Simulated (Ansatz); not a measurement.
**Counterpoise correction, worked out**

The pair of H2 (SMILES [H][H], atoms 1–2) and C3H8 (SMILES CCC, atoms 3–13), both closed shells, in one local arrangement (a lower one may exist), relaxed at PBE0-D4/def2-TZVP:

H1  (-0.665, 0.293, -2.660)
H2  (-0.846, 0.375, -3.380)
C3  (0.645, -1.138, 0.066)
C4  (0.288, -0.126, 1.141)
C5  (-0.482, 1.065, 0.594)
H6  (1.266, -0.683, -0.712)
H7  (-0.253, -1.530, -0.420)
H8  (1.197, -1.986, 0.477)
H9  (-0.305, -0.616, 1.921)
H10  (1.202, 0.224, 1.632)
H11  (-0.730, 1.781, 1.380)
H12  (-1.418, 0.747, 0.127)
H13  (0.101, 1.594, -0.166)
(Å)

Program: Ansatz 0.2.0. Basis: def2-TZVPPD. Cores are frozen in the correlated methods.

MP2 total energies in eV:

| system | geometry | basis functions | energy |
| --- | --- | --- | --- |
| pair | pair | all | -3265.93190 |
| H2 | as in the pair | all (partner as ghosts) | -31.69476 |
| C3H8 | as in the pair | all (partner as ghosts) | -3234.22346 |
| H2 | as in the pair | its own | -31.69363 |
| C3H8 | as in the pair | its own | -3234.22058 |
| H2 | free (PBE0-D4 minimum) | its own | -31.69371 |
| C3H8 | free (PBE0-D4 minimum) | its own | -3234.22067 |

(1) Work out the interaction energy with and without the counterpoise correction, the superposition error, and the binding energy from the relaxed fragments.

T1 diagnostic: at most 0.009.

Results:

(1) Without correction: -3265.93190 − (-31.69363) − (-3234.22058) = -0.01769 eV.
With correction (each fragment in the whole basis): -3265.93190 − (-31.69476) − (-3234.22346) = -0.01368 eV = -0.32 kcal/mol.
The superposition error is the difference, 0.00401 eV: each fragment borrows its partner's functions.
Deformation from the free shapes: 0.00008 eV for H2 and 0.00009 eV for C3H8.
Binding energy from relaxed fragments: -0.01368 + 0.00008 + 0.00009 = -0.01351 eV = -0.31 kcal/mol (electronic, without zero-point energy; negative means bound). For comparison, the corrected interaction energy by CCSD(T) at an estimated basis limit (MP2 extrapolated from triple and quadruple zeta, plus CCSD(T) − MP2 in triple zeta) is -0.017 eV.

For scale, one of the runs: CCSD(T)/def2-TZVPPD, 281 basis functions, launched by `ansatz run in.yaml --threads 4 --pin off --events-out ev --progress --plain --max-ram 9574MiB`. Time: 87 s of wall clock on 4 CPU threads of an Arm Neoverse V2; the host was shared. Peak host memory: 8.3 GiB.
